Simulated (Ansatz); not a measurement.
Abridged output of a molecular run in Ansatz:

```
Functional definition: HF
982 factors; integrals over basis functions are off by at most 1.2e-3 eV
mean field evaluation 1: about -19757.5997 eV, gradient 3.7e1 eV
mean field evaluation 2: about -19757.6811 eV, gradient 3.8e1 eV
mean field evaluation 4: about -19760.8080 eV, gradient 2.8e0 eV
mean field evaluation 8: about -19760.8545 eV, gradient 2.2e-1 eV
mean field -19760.85481112 eV, -726.1980199202 hartree, gradient 4.6e-6 eV, S^2 0.000000; 0 other end points of the search recorded, 0 dependent functions left out
11 core orbitals not correlated: weight in the atoms' cores, before any rotation towards them, 1.000 or more for the frozen orbitals, at most 0.000 for the correlated occupied ones
reference -19760.85481112 eV, -726.1980199202 hartree; 17, 17 occupied and 64, 64 virtual orbitals, 982 factors
second order -14.99923075 eV of doubles, -0.00000000 eV of singles
cycle   1  -15.54566013 eV  change   -5.5e-1 eV  update   1.0e-1
cycle   2  -15.91720826 eV  change   -3.7e-1 eV  update   3.3e-2
cycle   3  -16.03753978 eV  change   -1.2e-1 eV  update   2.0e-2
cycle   4  -16.04229624 eV  change   -4.8e-3 eV  update   5.2e-3
cycle   5  -16.03839965 eV  change    3.9e-3 eV  update   2.2e-3
cycle   6  -16.03780001 eV  change    6.0e-4 eV  update   7.1e-4
cycle   7  -16.03770442 eV  change    9.6e-5 eV  update   2.4e-4
cycle   8  -16.03766872 eV  change    3.6e-5 eV  update   7.3e-5
cycle   9  -16.03767375 eV  change   -5.0e-6 eV  update   2.7e-5
perturbative correction -0.40656818 eV, -0.0149411051 hartree
Total energy: -19777.29905306 eV, -726.8023346650 hartree
```

Its atoms:

Z-matrix (Å, degrees):
```
C
In 1 2.125
H 1 1.090 2 109.4
H 1 1.089 2 110.0 3 119.8
H 1 1.089 2 108.5 3 -119.7
F 2 1.963 1 116.7 3 110.1
S 2 2.368 1 136.2 3 -69.8
H 7 1.345 2 91.1 1 179.9
```

(1) Which basis set was used?
A. def2-SVPD
B. def2-SVP
C. cc-pV(T+d)Z
D. cc-pV(Q+d)Z

(2) Write the keys of the input that set method, charge and spin (a neutral closed shell needs none for the last two).

Answers

(1) B. It gives 92 functions.

(2) 
```yaml
correlation: {method: ccsd_t}
```
